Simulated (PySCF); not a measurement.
PySCF input for C2H6ClFSi, SMILES [C@@H](F)(C[SiH3])Cl, TDA-PBE/def2-SVPD. Geometry optimised at B3LYP-D3(BJ)/def2-SVP. The structure was generated by enumeration; whether it is a known compound was not checked. One conformer was computed; it need not be the lowest.

```python
import numpy as np
from pyscf import gto, scf, dft, tdscf

mol = gto.M(
    atom='''
    F    -1.10045233   -1.36125610    0.38770145
    C    -0.97097540   -0.26985111   -0.41720420
    Cl   -1.13220673    1.22238068    0.59863851
    C     0.36065767   -0.30157526   -1.13370489
    Si    1.91592768   -0.24569516   -0.02808404
    H    -1.83187285   -0.24819170   -1.10193391
    H     0.40672598    0.53731325   -1.84655015
    H     0.39078158   -1.23053868   -1.72960560
    H     1.78732293   -1.18446197    1.11865655
    H     3.06757296   -0.66749709   -0.87827594
    H     2.16997384    1.13250009    0.47017235
    ''',
    basis='def2-SVPD',
    charge=0,
    spin=0,
    max_memory=1600,
    verbose=4,
)
mf = dft.RKS(mol, xc='pbe').density_fit(auxbasis='def2-universal-jkfit')
mf.grids.level = 3
mf.conv_tol = 1e-9
mf.max_cycle = 100
mf.kernel()
mf.grids = dft.Grids(mol).set(level=1).build(with_non0tab=True)  # coarser grid for the response kernel
td = tdscf.TDA(mf)
td.singlet = True
td.nstates = 10
td.conv_tol = 1e-4
td.positive_eig_threshold = 1e-6
td.kernel(x0=td.get_init_guess(mf, 15))
td.analyze()
tt = tdscf.TDA(mf)
tt.singlet = False
tt.nstates = 4
tt.conv_tol = 1e-4
tt.positive_eig_threshold = 1e-6
tt.kernel(x0=tt.get_init_guess(mf, 9))
tt.analyze(verbose=3)
```

Output:

```
PySCF version 2.14.0

[INPUT] verbose = 4
[INPUT] num. atoms = 11
[INPUT] num. electrons = 58
[INPUT] charge = 0
[INPUT] spin (= nelec alpha-beta = 2S) = 0
[INPUT] symmetry False subgroup None
[INPUT] Mole.unit = angstrom
[INPUT] Symbol           X                Y                Z      unit          X                Y                Z       unit  Magmom
[INPUT]  1 F     -1.100452330000  -1.361256100000   0.387701450000 AA   -2.079553516839  -2.572401214394   0.732649558597 Bohr   0.0
[INPUT]  2 C     -0.970975400000  -0.269851110000  -0.417204200000 AA   -1.834877579690  -0.509944692310  -0.788401676018 Bohr   0.0
[INPUT]  3 Cl    -1.132206730000   1.222380680000   0.598638510000 AA   -2.139560636089   2.309964705160   1.131262831518 Bohr   0.0
[INPUT]  4 C      0.360657670000  -0.301575260000  -1.133704890000 AA    0.681544221024  -0.569894647345  -2.142391748180 Bohr   0.0
[INPUT]  5 Si     1.915927680000  -0.245695160000  -0.028084040000 AA    3.620578589673  -0.464296562531  -0.053071144071 Bohr   0.0
[INPUT]  6 H     -1.831872850000  -0.248191700000  -1.101933910000 AA   -3.461737981526  -0.469014339390  -2.082353297271 Bohr   0.0
[INPUT]  7 H      0.406725980000   0.537313250000  -1.846550150000 AA    0.768600709945   1.015374885600  -3.489474058775 Bohr   0.0
[INPUT]  8 H      0.390781580000  -1.230538680000  -1.729605600000 AA    0.738470160725  -2.325381090884  -3.268480887514 Bohr   0.0
[INPUT]  9 H      1.787322930000  -1.184461970000   1.118656550000 AA    3.377550833855  -2.238308728263   2.113954506951 Bohr   0.0
[INPUT] 10 H      3.067572960000  -0.667497090000  -0.878275940000 AA    5.796872761521  -1.261386689044  -1.659700988395 Bohr   0.0
[INPUT] 11 H      2.169973840000   1.132500090000   0.470172350000 AA    4.100656255071   2.140115006145   0.888496972843 Bohr   0.0

nuclear repulsion = 292.363179279916
number of shells = 70
number of NR pGTOs = 240
number of NR cGTOs = 162
basis = def2-SVPD
ecp = {}


[settings echo left out]
init E= -928.590127924236
  HOMO = -0.320115969880147  LUMO = -0.0514767510302985  gap/eV = 7.31005
cycle= 1 E= -928.396731549026  delta_E= 0.193  |g|= 0.525  |ddm|= 3.83
  HOMO = -0.243811553291995  LUMO = -0.0352999646162484  gap/eV = 5.67389
cycle= 2 E= -928.284473779877  delta_E= 0.112  |g|= 0.938  |ddm|= 1.36
  HOMO = -0.264667139652596  LUMO = -0.0264792219443231  gap/eV = 6.48142
cycle= 3 E= -928.453002997187  delta_E= -0.169  |g|= 0.117  |ddm|= 0.829
  HOMO = -0.275192292056912  LUMO = -0.0351084225264398  gap/eV = 6.53301
cycle= 4 E= -928.455386267143  delta_E= -0.00238  |g|= 0.0486  |ddm|= 0.149
  HOMO = -0.274098847281132  LUMO = -0.0343567265729119  gap/eV = 6.52372
cycle= 5 E= -928.455915777659  delta_E= -0.00053  |g|= 0.00843  |ddm|= 0.0635
  HOMO = -0.27335650106433  LUMO = -0.0336116230252843  gap/eV = 6.52379
cycle= 6 E= -928.455935605578  delta_E= -1.98e-05  |g|= 0.00238  |ddm|= 0.0172
  HOMO = -0.273686343705873  LUMO = -0.0338873453564532  gap/eV = 6.52526
cycle= 7 E= -928.455937111184  delta_E= -1.51e-06  |g|= 0.000428  |ddm|= 0.0044
  HOMO = -0.273638045091446  LUMO = -0.0338317032454207  gap/eV = 6.52546
cycle= 8 E= -928.455937159067  delta_E= -4.79e-08  |g|= 0.00021  |ddm|= 0.000866
  HOMO = -0.273627817344702  LUMO = -0.033834575461174  gap/eV = 6.52511
cycle= 9 E= -928.45593717051  delta_E= -1.14e-08  |g|= 4.53e-05  |ddm|= 0.000331
  HOMO = -0.27363221202289  LUMO = -0.0338364037457901  gap/eV = 6.52518
cycle= 10 E= -928.455937171045  delta_E= -5.35e-10  |g|= 1.27e-05  |ddm|= 8.43e-05
  HOMO = -0.273630615373269  LUMO = -0.0338359637154881  gap/eV = 6.52514
Extra cycle  E= -928.45593717099  delta_E= 5.48e-11  |g|= 1.85e-05  |ddm|= 5.37e-05
converged SCF energy = -928.45593717099
tot grids = 43224
Overwritten attributes  positive_eig_threshold  of <class 'pyscf.tdscf.rks.TDA'>


******** <class 'pyscf.tdscf.rks.TDA'> for <class 'pyscf.df.df_jk.DFRKS'> ********
nstates = 10 singlet
deg_eia_thresh = 1.000e-03
wfnsym = None
conv_tol = 0.0001
eigh lindep = 1e-12
eigh level_shift = 0
eigh max_cycle = 100


Excitation energies (eV)
[6.84285154 7.11011206 7.18197249 7.2838072  7.43531149 7.47122173
 7.47612627 7.63417279 7.71648166 7.8220636 ]

** Singlet excitation energies and oscillator strengths **
Excited State   1:      6.84285 eV    181.19 nm  f=0.0053
      29 -> 30        0.69687
Excited State   2:      7.11011 eV    174.38 nm  f=0.0097
      27 -> 30       -0.16887
      28 -> 30       -0.22392
      29 -> 31       -0.64470
Excited State   3:      7.18197 eV    172.63 nm  f=0.0125
      28 -> 30       -0.63546
      28 -> 31        0.16624
      29 -> 31        0.22690
Excited State   4:      7.28381 eV    170.22 nm  f=0.0232
      26 -> 30        0.20850
      27 -> 30        0.64243
      29 -> 31       -0.14717
Excited State   5:      7.43531 eV    166.75 nm  f=0.0120
      25 -> 30        0.14126
      26 -> 30        0.42350
      28 -> 31       -0.52499
Excited State   6:      7.47122 eV    165.95 nm  f=0.0100
      25 -> 30       -0.36917
      26 -> 30        0.44951
      27 -> 30       -0.17616
      28 -> 30        0.10013
      28 -> 31        0.30071
      29 -> 32       -0.11737
Excited State   7:      7.47613 eV    165.84 nm  f=0.0055
      25 -> 30       -0.57410
      26 -> 30       -0.21696
      28 -> 30       -0.11926
      28 -> 31       -0.31637
Excited State   8:      7.63417 eV    162.41 nm  f=0.0085
      29 -> 32       -0.66829
      29 -> 33       -0.17587
Excited State   9:      7.71648 eV    160.67 nm  f=0.0247
      29 -> 32       -0.15450
      29 -> 33        0.67430
Excited State  10:      7.82206 eV    158.51 nm  f=0.0255
      27 -> 31        0.69101

** Transition electric dipole moments (AU) **
state          X           Y           Z        Dip. S.      Osc.
  1         0.1412     -0.0832     -0.0690      0.0316      0.0053
  2         0.1868     -0.0836     -0.1168      0.0556      0.0097
  3        -0.2156      0.1409      0.0695      0.0711      0.0125
  4         0.2678     -0.2368     -0.0473      0.1300      0.0232
  5        -0.1897     -0.0973      0.1431      0.0659      0.0120
  6        -0.1910      0.1210     -0.0575      0.0544      0.0100
  7         0.0270     -0.1341      0.1064      0.0300      0.0055
  8         0.1795      0.0218      0.1139      0.0457      0.0085
  9         0.3576     -0.0506     -0.0121      0.1305      0.0247
 10         0.2091     -0.2111     -0.2121      0.1333      0.0255

** Transition velocity dipole moments (imaginary part, AU) **
state          X           Y           Z        Dip. S.      Osc.
  1        -0.0342     -0.0163     -0.0259      0.0021      0.0056
  2         0.0437     -0.0309     -0.0145      0.0031      0.0079
  3        -0.0492     -0.0039      0.0445      0.0044      0.0112
  4         0.0659     -0.0433     -0.0048      0.0062      0.0156
  5        -0.0442     -0.0366      0.0245      0.0039      0.0095
  6        -0.0488      0.0267     -0.0294      0.0040      0.0096
  7        -0.0004     -0.0282      0.0442      0.0027      0.0067
  8         0.0354      0.0089      0.0302      0.0022      0.0053
  9         0.0894      0.0028     -0.0070      0.0080      0.0189
 10         0.0478     -0.0515     -0.0429      0.0068      0.0157

** Transition magnetic dipole moments (imaginary part, AU) **
state          X           Y           Z
  1        -0.0187      0.0707      0.0113
  2         0.0508     -0.5821      0.6427
  3         0.5229     -0.0438      0.0505
  4         0.2262      0.3234     -0.3065
  5        -0.2503     -0.3164     -0.1084
  6         0.1856     -0.2344      0.2182
  7        -0.0738     -0.3777     -0.1056
  8         0.0084      0.7137     -0.2479
  9        -0.0801      0.1388      0.0980
 10        -0.2330      0.1212      0.3849


******** <class 'pyscf.tdscf.rks.TDA'> for <class 'pyscf.df.df_jk.DFRKS'> ********
nstates = 4 triplet
deg_eia_thresh = 1.000e-03
wfnsym = None
conv_tol = 0.0001
eigh lindep = 1e-12
eigh level_shift = 0
eigh max_cycle = 100


Excitation energies (eV)
[6.20727621 6.5189822  6.97408145 7.02080466]

** Triplet excitation energies and oscillator strengths **
Excited State   1:      6.20728 eV    199.74 nm  f=0.0000
Excited State   2:      6.51898 eV    190.19 nm  f=0.0000
Excited State   3:      6.97408 eV    177.78 nm  f=0.0000
Excited State   4:      7.02080 eV    176.60 nm  f=0.0000
```

The run converged.

Cost: very roughly 90 core-seconds.
